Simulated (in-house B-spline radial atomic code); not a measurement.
## RPA and G0W0 on SCAN: Sn4+

Configuration [Kr] 4d10, mean-field start SCAN. Computed with an all-electron radial atomic-structure program (B-spline basis): all electrons, scalar-relativistic (spin-free one-electron X2C), finite nucleus, each spin shell either full or empty, empty states to l = 9 with an (l + 1/2)⁻⁴ tail; G0W0 by contour deformation at full frequency.

Command:
```bash
python run_gw.py task.json out
```
Settings (radii: box in bohr, nucleus in fm):
```
Z                        50
electrons                46
configuration            [Kr] 4d10
hamiltonian              x2c
method                   scan,scan
lmax                     9
rms_radius               4.6519
spin_polarised           False
box_radius               11.96
intervals                68
```

Time taken, with all properties: 3.4 s on 1 thread of Arm Neoverse N1, with other jobs on the host.

Energies (hartree):

```tsv
term	value
mean-field total	-6173.56821
Hartree-Fock functional on these orbitals	-6170.56941
direct second order	-4.0473
second-order exchange	1.1214
SOSEX correction	1.052
```

(1) What is the RPA correlation energy, and what remains with SOSEX?

Quasi-particle levels (eV):

| level | occupied | mean field | Σx - vxc | Σc | QP weight | G0W0 |
| --- | --- | --- | --- | --- | --- | --- |
| 4d | yes | -68.17 | -9.15 | ? | ? | ? |
| 5s | no | -45.23 | 6.40 | -2.09 | 0.977 | -40.92 |

G0W0 = mean field + (Σx - vxc) + Σc, with Σc (partial-wave tail included) taken at the quasi-particle energy. Only the outer levels were computed. Levels of low weight are left out.

(2) Where does G0W0 put 4d?

Answers

(1) RPA gives -3.5973 hartree (-2.13 eV per electron); RPA + SOSEX gives -2.5453, and the second-order doubles -2.9259 hartree (no singles). SOSEX takes back 29 % of the RPA value.

(2) At -77.06 eV, with Σc = 0.26 eV and a quasi-particle weight of 0.949. The tabulated removal energy is 77.03 ± 0.04 eV (NIST, measured); the calculation leaves out spin-orbit coupling, Breit and QED terms, and what these don't explain is the method's own error.
